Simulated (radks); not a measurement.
All-electron atom: Gd in [Xe] 4f7 5d1 6s2 (the NIST ground configuration). Calculated with a radial shooting solver on a logarithmic mesh with Libxc functionals: scalar-relativistic Kohn-Sham, PBE, spin-polarised, spherical densities, point nucleus; open shells are filled with parallel spins first (spin-orbit coupling, left out, can overturn this in heavy ions).

Unscreened Slater integrals over Kohn-Sham orbitals (hartree). They are taken over the spin-up orbitals.

\begin{tabular}{lr}
integral & value \\ \hline
F0(5d,5d) & 0.33476 \\
F2(5d,5d) & 0.16417 \\
F4(5d,5d) & 0.10530 \\
F0(5d,6s) & 0.26178 \\
G2(5d,6s) & 0.085931 \\
F0(5d,4f) & 0.44660 \\
F2(5d,4f) & 0.10122 \\
F4(5d,4f) & 0.048323 \\
G1(5d,4f) & 0.049111 \\
G3(5d,4f) & 0.038171 \\
G5(5d,4f) & 0.028688 \\
F0(5d,5p) & 0.41261 \\
F2(5d,5p) & 0.18138 \\
G1(5d,5p) & 0.20335 \\
G3(5d,5p) & 0.12393 \\
F0(6s,6s) & 0.23011 \\
F0(6s,4f) & 0.30112 \\
G3(6s,4f) & 0.0096496 \\
F0(6s,5p) & 0.28880 \\
G1(6s,5p) & 0.020074 \\
F0(4f,4f) & 1.0942 \\
F2(4f,4f) & 0.51397 \\
F4(4f,4f) & 0.32129 \\
F6(4f,4f) & 0.23081 \\
F0(4f,5p) & 0.69657 \\
F2(4f,5p) & 0.24200 \\
G2(4f,5p) & 0.12810 \\
G4(4f,5p) & 0.098404 \\
F0(5p,5p) & 0.58131 \\
F2(5p,5p) & 0.31231 \\
\end{tabular}

Derived for the open shells (J is the average intra-shell exchange parameter used in DFT+U). 4f: F4/F2 = 0.625, F6/F2 = 0.449, J = (286 F2 + 195 F4 + 250 F6)/6435 = 0.04155 hartree. 5d: Racah B = F2/49 - 5 F4/441 = 0.002157 hartree, C = 35 F4/441 = 0.008357 hartree, C/B = 3.88, F4/F2 = 0.641, J = (F2 + F4)/14 = 0.01925 hartree.
